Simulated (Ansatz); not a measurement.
(X3Sn)2Y: r2SCAN-D4/def2-TZVP single points in Ansatz on relaxed structures, gas phase. Core potentials for Sn, no spin–orbit coupling. Binding counts from free atoms in the multiplicity of their measured ground term, without zero-point energy. A dash marks a value that wasn't run or was left out as unsound. The structures are stationary points that may keep the symmetry of their start. Remarks come from the PBE and PBE0 runs and from stability tests at other levels; not every state was tested. HOMO above LUMO (over both spins in singlets and doublets, within one spin in higher multiplets; at PBE or PBE0), or a gap under 0.15 eV within one spin, warns that the state may not be the lowest or that an electron is smeared out.

(1) Estimate the order by binding per atom (eV), lowest first.
A. (H3Sn)2O (Sn2OH6) (singlet)
B. (H3Sn)2S (Sn2H6S) (singlet)
C. (F3Sn)2NH (Sn2NF6H) (singlet)
D. (H3Sn)2Se (Sn2H6Se) (singlet)
E. (H3Sn)2CH2 (CH8Sn2) (singlet)

(1) D (2.38), B (2.43), A (2.56), E (2.76), C (3.57).

In full:

```tsv
species	atoms	state	geometry	HOMO (eV)	LUMO (eV)	gap (eV)	vertical IE (eV)	vertical triplet (eV)	binding per atom (eV)	point group (within 0.1 Å)	remarks
(H3Sn)2Se (Sn2H6Se)	9	singlet	PBE0-D4/def2-SVP	-5.97	-1.52	4.45	8.60	4.09	2.38	–	–
(H3Sn)2O (Sn2OH6)	9	singlet	PBE0-D4/def2-SVP	-6.66	-1.48	5.17	9.42	4.75	2.56	–	–
(H3Sn)2S (Sn2H6S)	9	singlet	r2SCAN-D4/def2-SVP	-6.17	-1.45	4.72	8.85	4.31	2.43	C2	–
(F3Sn)2NH (Sn2NF6H)	10	singlet	PBE0-D4/def2-SVP	-8.49	-4.78	3.71	–	3.57	3.57	–	gap within one spin near zero at PBE or PBE0 (+1 doublet)
(H3Sn)2NH (Sn2NH7)	10	singlet	r2SCAN-D4/def2-SVP	-5.82	-1.18	4.63	8.50	4.06	2.52	–	–
(H3Sn)2CH2 (CH8Sn2)	11	singlet	PBE0-D4/def2-SVP	-7.11	-0.63	6.48	9.56	5.80	2.76	–	–
```

The gap (eV) runs from 3.71 ((F3Sn)2NH) to 6.48 ((H3Sn)2CH2). The vertical IE (eV) runs from 8.50 ((H3Sn)2NH) to 9.56 ((H3Sn)2CH2). The vertical triplet (eV) runs from 3.57 ((F3Sn)2NH) to 5.80 ((H3Sn)2CH2).
